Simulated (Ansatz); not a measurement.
Method: PBE0-D4/def2-SVP in Ansatz (a first-principles code). No frequencies were computed at this level.

Ansatz 0.2 input:
```yaml
crystal:
  periodic: [false, false, false]
  atoms:
    - { symbol: C, position_ang: [-3.986208, 0.245701, 0.147535] }
    - { symbol: O, position_ang: [-3.082305, -0.8336, 0.186029] }
    - { symbol: C, position_ang: [-1.768745, -0.532981, 0.178057] }
    - { symbol: C, position_ang: [-1.155157, 0.722856, 0.136191] }
    - { symbol: C, position_ang: [0.228508, 0.540957, 0.144843] }
    - { symbol: C, position_ang: [1.172628, 1.550333, 0.111986] }
    - { symbol: C, position_ang: [2.556361, 1.442009, 0.118124] }
    - { symbol: C, position_ang: [3.340905, 0.300222, 0.158547] }
    - { symbol: C, position_ang: [2.961073, -1.036787, 0.203599] }
    - { symbol: C, position_ang: [1.688767, -1.579421, 0.219918] }
    - { symbol: C, position_ang: [0.466747, -0.923139, 0.195328] }
    - { symbol: C, position_ang: [-0.782037, -1.530953, 0.213917] }
    - { symbol: H, position_ang: [-3.859725, 0.836661, -0.765055] }
    - { symbol: H, position_ang: [-4.982551, -0.193082, 0.16079] }
    - { symbol: H, position_ang: [-3.862855, 0.897635, 1.018064] }
    - { symbol: H, position_ang: [-1.646471, 1.677428, 0.102686] }
    - { symbol: H, position_ang: [0.773953, 2.558661, 0.076805] }
    - { symbol: H, position_ang: [3.098475, 2.379729, 0.087011] }
    - { symbol: H, position_ang: [4.410857, 0.474532, 0.154468] }
    - { symbol: H, position_ang: [3.776418, -1.749911, 0.229419] }
    - { symbol: H, position_ang: [1.62853, -2.661597, 0.256818] }
    - { symbol: H, position_ang: [-0.977157, -2.585245, 0.249627] }
basis:
  gaussian: { orbitals: def2-svp }
hamiltonian:
  xc: pbe0
  dispersion: d4
relax:
  max_steps: 150
```

Output:

```
Functional definition: PBE0
2535 factors; integrals over basis functions are off by at most 4.4e-4 eV
mean field evaluation 1: about -13580.1147 eV, gradient 6.0e1 eV
mean field evaluation 2: about -13581.5699 eV, gradient 5.7e1 eV
mean field evaluation 4: about -13589.7724 eV, gradient 4.9e0 eV
mean field evaluation 8: about -13589.9267 eV, gradient 7.9e-1 eV
mean field evaluation 16: about -13589.9285 eV, gradient 2.7e-4 eV
mean field -13589.92845278 eV, -499.4206590552 hartree, gradient 4.1e-5 eV, S^2 0.000000; 0 other end points of the search recorded, 0 dependent functions left out
reference -13589.92848670 eV, -499.4206603018 hartree; 42, 42 occupied and 176, 176 virtual orbitals, 2535 factors
relax step   1: F+E_penalty+E_count = -13590.53151737 eV  Δ(F+E_penalty+E_count) = +0.000e0 eV  max|allowed force component| = 6.128e-1 eV/Å  Δτ_max = 0.0000 Å  (32 SCF iters, accepted)
these checks for a lower state are left out or cut short: starts, cluster_reference, orbital_swaps, neighbouring_geometries, increment
2535 factors; integrals over basis functions are off by at most 4.4e-4 eV
mean field -13589.97921103 eV, -499.4225243865 hartree, gradient 1.4e-5 eV, S^2 0.000000; 0 other end points of the search recorded, 0 dependent functions left out
reference -13589.97924513 eV, -499.4225256397 hartree; 42, 42 occupied and 176, 176 virtual orbitals, 2535 factors
relax step   2: F+E_penalty+E_count = -13590.58042534 eV  Δ(F+E_penalty+E_count) = -4.891e-2 eV  max|allowed force component| = 2.517e-1 eV/Å  Δτ_max = 0.0276 Å  (36 SCF iters, accepted)
these checks for a lower state are left out or cut short: starts, cluster_reference, orbital_swaps, neighbouring_geometries, increment
2535 factors; integrals over basis functions are off by at most 4.4e-4 eV
mean field evaluation 32: about -13589.9841 eV, gradient 4.6e-4 eV
mean field -13589.98411234 eV, -499.4227045063 hartree, gradient 1.4e-5 eV, S^2 0.000000; 0 other end points of the search recorded, 0 dependent functions left out
reference -13589.98414649 eV, -499.4227057616 hartree; 42, 42 occupied and 176, 176 virtual orbitals, 2535 factors
relax step   3: F+E_penalty+E_count = -13590.58462371 eV  Δ(F+E_penalty+E_count) = -4.198e-3 eV  max|allowed force component| = 5.524e-2 eV/Å  Δτ_max = 0.0088 Å  (37 SCF iters, accepted)
these checks for a lower state are left out or cut short: starts, cluster_reference, orbital_swaps, neighbouring_geometries, increment
2535 factors; integrals over basis functions are off by at most 4.4e-4 eV
mean field -13589.98426683 eV, -499.4227101839 hartree, gradient 2.3e-5 eV, S^2 0.000000; 0 other end points of the search recorded, 0 dependent functions left out
reference -13589.98430099 eV, -499.4227114392 hartree; 42, 42 occupied and 176, 176 virtual orbitals, 2535 factors
relax step   4: F+E_penalty+E_count = -13590.58473516 eV  Δ(F+E_penalty+E_count) = -1.114e-4 eV  max|allowed force component| = 1.460e-2 eV/Å  Δτ_max = 0.0023 Å  (28 SCF iters, accepted)
these checks for a lower state are left out or cut short: starts, cluster_reference, orbital_swaps, neighbouring_geometries, increment
2535 factors; integrals over basis functions are off by at most 4.4e-4 eV
mean field -13589.98431080 eV, -499.4227117997 hartree, gradient 6.7e-5 eV, S^2 0.000000; 0 other end points of the search recorded, 0 dependent functions left out
reference -13589.98434496 eV, -499.4227130549 hartree; 42, 42 occupied and 176, 176 virtual orbitals, 2535 factors
relax step   5: F+E_penalty+E_count = -13590.58475472 eV  Δ(F+E_penalty+E_count) = -1.957e-5 eV  max|allowed force component| = 3.046e-3 eV/Å  Δτ_max = 0.0018 Å  (25 SCF iters, accepted)
2535 factors; integrals over basis functions are off by at most 4.4e-4 eV
mean field evaluation 64: about -13589.9843 eV, gradient 4.1e-5 eV
mean field -13589.98431080 eV, -499.4227117997 hartree, gradient 6.7e-5 eV, S^2 0.000000; 1 other end points of the search recorded, 0 dependent functions left out
reference -13589.98434496 eV, -499.4227130549 hartree; 42, 42 occupied and 176, 176 virtual orbitals, 2535 factors
Total energy: -13590.58478888 eV, -499.4447789621 hartree
Atom 0 at    -3.982513     0.242191     0.147661 Å, force    -0.000033     0.000929    -0.000033 eV/Å
Atom 1 at    -3.077910    -0.830129     0.185918 Å, force    -0.001127    -0.000995     0.000035 eV/Å
Atom 2 at    -1.777472    -0.537919     0.178212 Å, force     0.001406     0.003046    -0.000112 eV/Å
Atom 3 at    -1.174209     0.733230     0.135805 Å, force    -0.000326    -0.000865     0.000011 eV/Å
Atom 4 at     0.216457     0.541964     0.144786 Å, force     0.000473     0.001205     0.000012 eV/Å
Atom 5 at     1.171693     1.551232     0.111951 Å, force    -0.001231    -0.000435     0.000068 eV/Å
Atom 6 at     2.565982     1.448439     0.117920 Å, force     0.001189    -0.001175     0.000006 eV/Å
Atom 7 at     3.358829     0.304534     0.158430 Å, force     0.000249     0.001097    -0.000029 eV/Å
Atom 8 at     2.972931    -1.040014     0.203730 Å, force    -0.000566     0.000136     0.000021 eV/Å
Atom 9 at     1.692230    -1.582120     0.220020 Å, force     0.000442    -0.000239    -0.000021 eV/Å
Atom 10 at     0.456205    -0.930389     0.195561 Å, force    -0.000601    -0.000558    -0.000047 eV/Å
Atom 11 at    -0.793131    -1.548661     0.214503 Å, force     0.001157    -0.000966     0.000063 eV/Å
Atom 12 at    -3.858616     0.841935    -0.770543 Å, force     0.000211    -0.000363     0.000097 eV/Å
Atom 13 at    -4.991195    -0.189443     0.160648 Å, force     0.000407    -0.000400     0.000015 eV/Å
Atom 14 at    -3.861767     0.903271     1.023181 Å, force     0.000210    -0.000370    -0.000071 eV/Å
Atom 15 at    -1.671916     1.700171     0.101867 Å, force    -0.000409    -0.000645     0.000018 eV/Å
Atom 16 at     0.770504     2.570005     0.076417 Å, force     0.000466    -0.000168    -0.000023 eV/Å
Atom 17 at     3.107415     2.398623     0.086376 Å, force    -0.000550     0.000039     0.000011 eV/Å
Atom 18 at     4.439039     0.481494     0.154279 Å, force    -0.000320    -0.000279     0.000005 eV/Å
Atom 19 at     3.792161    -1.764666     0.229954 Å, force    -0.000285     0.000021    -0.000013 eV/Å
Atom 20 at     1.636797    -2.675478     0.257306 Å, force     0.000114     0.000336     0.000005 eV/Å
Atom 21 at    -0.991500    -2.618262     0.250727 Å, force    -0.000877     0.000647    -0.000018 eV/Å
Dipole moment:    -0.084359     0.257993    -0.008970 e Å
```

Cost: about 70 core-seconds (a rough figure).
